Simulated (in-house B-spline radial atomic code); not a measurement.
Radial electron density of La⁶⁺, [Kr] 4d10 5s2 5p3. Computed with a radial B-spline atomic code at the basis-set limit: Dirac-Hartree-Fock, average of configuration, Fermi nucleus of rms radius 4.855 fm.

Columns: r (bohr), 4πr²n(r) (electrons per bohr), bar.

```
0.000986    2.548 #
 0.00121    3.606 ##
 0.00149    5.101 ##
 0.00183    7.132 ###
 0.00225    9.901 ####
 0.00277    13.62 ######
  0.0034     18.4 ########
 0.00419     24.6 ###########
 0.00515    32.09 ##############
 0.00633    40.85 ##################
 0.00778    50.45 #######################
 0.00957    60.12 ###########################
  0.0118    68.65 ###############################
  0.0145    74.34 #################################
  0.0178    76.16 ##################################
  0.0219       74 #################################
  0.0269    69.59 ###############################
   0.033    66.54 ##############################
  0.0406    68.89 ###############################
  0.0499    78.19 ###################################
  0.0614    90.65 #########################################
  0.0755     97.7 ############################################
  0.0928    92.92 ##########################################
   0.114    79.87 ####################################
    0.14    71.38 ################################
   0.172    75.86 ##################################
   0.212    83.98 ######################################
   0.261    76.62 ###################################
   0.321    52.51 ########################
   0.394    32.44 ###############
   0.485       30 ##############
   0.596    34.39 ###############
   0.733     30.1 ##############
   0.901    18.87 ########
    1.11    10.23 #####
    1.36    6.612 ###
    1.67     4.42 ##
    2.06     2.15 #
    2.53   0.6556 
    3.11   0.1105 
    3.82  0.00933 
     4.7 0.0003298 
    5.78 4.173e-06
```

On this grid the curve has 4 maxima, near 0.0178, 0.0755, 0.212, 0.596 bohr.

The 5p3/2 radial function P(r) = rR(r), positive near the nucleus, with its small component Q(r) (sign convention: Q ≈ (P' + κP/r)/2c):

```
r (bohr)          P           Q
 0.00149   0.001019  -0.0001074
 0.00225   0.002233  -0.0002355
  0.0034   0.004845  -0.0005118
 0.00515    0.01038   -0.001099
 0.00778    0.02156   -0.002293
  0.0118    0.04333   -0.004643
  0.0178    0.08117   -0.008819
  0.0269     0.1385    -0.01548
  0.0406     0.2015    -0.02394
  0.0614     0.2189    -0.03041
  0.0928     0.1033    -0.02719
    0.14     -0.159   -0.009481
   0.212    -0.3263      0.0123
   0.321   -0.03008     0.01511
   0.485     0.4613   -0.002048
   0.733     0.2444    -0.01082
    1.11    -0.6162   -0.002038
    1.67    -0.9097    0.005117
    2.53    -0.4137    0.003147
    3.82   -0.05463   0.0004566
    5.78  -0.001246   1.092e-05
```
